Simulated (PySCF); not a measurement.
## SiHMe2(vinyl): 4 charge schemes on one density

Compound: SiHMe2(vinyl), C4H10Si.
Structure used (PBE0-D3(BJ)/def2-SVP), in Å, numbered top down from 1:
```xyz
15
C4H10Si angstrom
Si     0.168    0.278    0.343
H      0.159    0.239    1.843
C      1.943    0.260   -0.280
H      2.472   -0.644    0.057
H      2.499    1.138    0.085
H      1.970    0.278   -1.381
C     -0.702    1.835   -0.257
H     -0.164    2.740    0.069
H     -1.730    1.888    0.132
H     -0.754    1.852   -1.357
C     -0.747   -1.245   -0.255
C     -1.277   -2.168    0.557
H     -0.859   -1.396   -1.338
H     -1.206   -2.082    1.648
H     -1.806   -3.050    0.178
```

Density: PBE0/pcSseg-1 (PySCF); schemes: Mulliken, IAO, Hirshfeld and ESP-fitted. Geometry: PBE0-D3(BJ)/def2-SVP, one conformer, isolated molecule.

Question: Tabulate the Mulliken, IAO, Hirshfeld and ESP-fitted charges.

Answer: In e:

| atom | environment | Mulliken | IAO | Hirshfeld | ESP-fitted |
| --- | --- | --- | --- | --- | --- |
| Si1 | silicon bonded to 3 C and H | +0.811 | +0.940 | +0.370 | +0.902 |
| H2 | hydrogen on Si1 | -0.103 | -0.143 | -0.090 | -0.196 |
| C3 | carbon bonded to Si and 3 H | -0.628 | -0.717 | -0.214 | -0.774 |
| H4 | hydrogen on C3 | +0.144 | +0.155 | +0.042 | +0.170 |
| H5 | hydrogen on C3 | +0.139 | +0.151 | +0.042 | +0.182 |
| H6 | hydrogen on C3 | +0.138 | +0.148 | +0.041 | +0.180 |
| C7 | carbon bonded to Si and 3 H | -0.628 | -0.717 | -0.214 | -0.785 |
| H8 | hydrogen on C7 | +0.139 | +0.151 | +0.042 | +0.186 |
| H9 | hydrogen on C7 | +0.144 | +0.155 | +0.042 | +0.173 |
| H10 | hydrogen on C7 | +0.138 | +0.148 | +0.041 | +0.182 |
| C11 | carbon bonded to C, Si and H | -0.490 | -0.428 | -0.141 | -0.354 |
| C12 | carbon bonded to C and 2 H | -0.177 | -0.272 | -0.086 | -0.364 |
| H13 | hydrogen on C11 | +0.129 | +0.144 | +0.040 | +0.160 |
| H14 | hydrogen on C12 | +0.122 | +0.141 | +0.043 | +0.160 |
| H15 | hydrogen on C12 | +0.121 | +0.143 | +0.045 | +0.177 |

Mean size of the charges over all atoms: ESP-fitted 0.330 e, IAO 0.303 e, Mulliken 0.270 e, Hirshfeld 0.099 e. Each set sums to the total charge, 0, to within 0.001 e. The Mulliken scheme counts on each atom the diagonal of the density matrix times the overlap matrix over that atom's basis functions.

Lowest charge. All schemes pick atoms of one kind: Mulliken C3 and C7 (-0.628); IAO C3 and C7 (-0.717); Hirshfeld C3 and C7 (-0.214); ESP-fitted C7 (-0.785).

Highest charge. All schemes agree: Mulliken Si1 (+0.811); IAO Si1 (+0.940); Hirshfeld Si1 (+0.370); ESP-fitted Si1 (+0.902).

Question: Sum the charges by element, for elements with more than one atom.

Answer: 
```csv
element,atoms,Mulliken,IAO,Hirshfeld,ESP-fitted
H,10,+1.112,+1.193,+0.285,+1.375
C,4,-1.923,-2.133,-0.655,-2.277
```

Question: How many electrons does the IAO scheme count on C7?

Answer: Z − q = 6 − (-0.717) ≈ 6.716.
